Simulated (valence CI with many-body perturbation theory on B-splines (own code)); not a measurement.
## Level structure of Bi51+

Level of theory: relativistic CI+MBPT: four valence electrons over a frozen Dirac-Fock core [Ar] 3d10, a basis of 11 s, 11 p, 9 d, 7 f, 5 g, 2 h, 1 i functions for each j, with the one-electron correlation potential Σ1, the two-electron term Σ2, the three-electron term Σ3, Breit, model QED; selected CI, second order for the rest (own B-spline code, finite nucleus).

The last digits are not significant, and no measured levels were compared; by estimate large intervals hold to a few tenths of a per cent, small ones and those within an open d or f shell to about a per cent.

Levels 46 to 69 of 69, with energies above the lowest level, (4s^2 4p1/2^2) J=0. "Leading %" is the weight of the configuration and term that name the level; weights of strongly mixed levels are sums over their largest components and can fall short. In the jj column 3d3/2^4 stands for four electrons in 3d with j = 3/2. Lifetimes count E1, E2, E3, M1 and M2 decay at the calculated energies, and are blank where another channel may lead or the interval is too uncertain; long ones can be off by a factor of two.

| No. | Configuration | Term | J | E (eV) | Leading % | g | Lifetime | Leading jj |
| --- | --- | --- | --- | --- | --- | --- | --- | --- |
| 46 | 4s 4p2 4d | 3D | 1 | 671.97 | 38 | 1.069 | 480 fs | 4s 4p1/2 4p3/2 4d3/2 (95 %) |
| 47 | 4s 4p2 4d | 3G | 3 | 673.77 | 45 | 0.935 | 502 fs | 4s 4p1/2 4p3/2 4d3/2 (93 %) |
| 48 | 4s 4p3 | 1P° | 1 | 676.65 | 37 | 1.189 | 320 fs | 4s 4p3/2^3 (97 %) |
| 49 | 4s 4p2 4d | 5D | 4 | 678.02 | 48 | 1.392 | 121 ps | 4s 4p1/2 4p3/2 4d5/2 (99 %) |
| 50 | 4s 4p2 4d | 3D | 1 | 685.30 | 50 | 0.955 | 267 fs | 4s 4p1/2 4p3/2 4d3/2 (85 %) |
| 51 | 4s 4p2 4d | 3G | 5 | 689.97 | 59 | 1.274 | 47.2 ps | 4s 4p1/2 4p3/2 4d5/2 (98 %) |
| 52 | 4s 4p2 4d | 3P | 0 | 690.23 | 75 |  | 275 fs | 4s 4p1/2 4p3/2 4d3/2 (84 %) |
| 53 | 4s 4p2 4d | 3P | 2 | 690.87 | 33 | 1.243 | 722 fs | 4s 4p1/2 4p3/2 4d5/2 (77 %) |
| 54 | 4s 4p2 4d | 3F | 2 | 691.58 | 28 | 1.115 | 279 fs | 4s 4p1/2 4p3/2 4d3/2 (70 %) |
| 55 | 4s 4p2 4d | 3F | 3 | 697.84 | 41 | 1.246 | 1.48 ps | 4s 4p1/2 4p3/2 4d5/2 (93 %) |
| 56 | 4s 4p2 4d | 3P | 1 | 703.14 | 44 | 1.178 | 1.04 ps | 4s 4p1/2 4p3/2 4d5/2 (80 %) |
| 57 | 4s 4p2 4d | 3D | 3 | 703.32 | 59 | 1.293 | 1.02 ps | 4s 4p1/2 4p3/2 4d5/2 (92 %) |
| 58 | 4s 4p2 4d | 1G | 4 | 705.80 | 45 | 1.151 | 2.06 ps | 4s 4p1/2 4p3/2 4d5/2 (91 %) |
| 59 | 4s 4p2 4d | 1D | 2 | 705.88 | 36 | 1.114 | 1.29 ps | 4s 4p1/2 4p3/2 4d5/2 (88 %) |
| 60 | 4s 4p2 4d | 3D | 3 | 712.05 | 40 | 1.231 | 560 fs | 4s 4p1/2 4p3/2 4d5/2 (95 %) |
| 61 | 4s 4p2 4d | 3F | 4 | 713.44 | 50 | 1.162 | 755 fs | 4s 4p1/2 4p3/2 4d5/2 (92 %) |
| 62 | 4s 4p2 4d | 3D | 1 | 714.33 | 42 | 0.882 | 1.02 ps | 4s 4p1/2 4p3/2 4d5/2 (95 %) |
| 63 | 4s 4p2 4d | 3P | 1 | 721.34 | 31 | 1.360 | 807 fs | 4s 4p1/2 4p3/2 4d5/2 (96 %) |
| 64 | 4s 4p2 4d | 3P | 0 | 722.34 | 47 |  | 824 fs | 4s 4p1/2 4p3/2 4d5/2 (88 %) |
| 65 | 4s 4p2 4d | 3D | 2 | 722.73 | 44 | 1.163 | 625 fs | 4s 4p1/2 4p3/2 4d5/2 (94 %) |
| 66 | 4s 4p2 4d | 1F | 3 | 724.37 | 42 | 1.061 | 526 fs | 4s 4p1/2 4p3/2 4d5/2 (92 %) |
| 67 | 4s 4p2 4d | 3P | 2 | 727.03 | 40 | 1.169 | 421 fs | 4s 4p1/2 4p3/2 4d5/2 (92 %) |
| 68 | 4s 4p2 4f | 3F° | 2 | 731.07 | 42 | 0.632 | 1.87 ps | 4s 4p1/2^2 4f5/2 (98 %) |
| 69 | 4s 4p2 4f | 3F° | 3 | 731.61 | 28 | 1.070 | 2.78 ps | 4s 4p1/2^2 4f5/2 (94 %) |

Where two levels of one J and parity lie close, their mixing, g and order are uncertain.
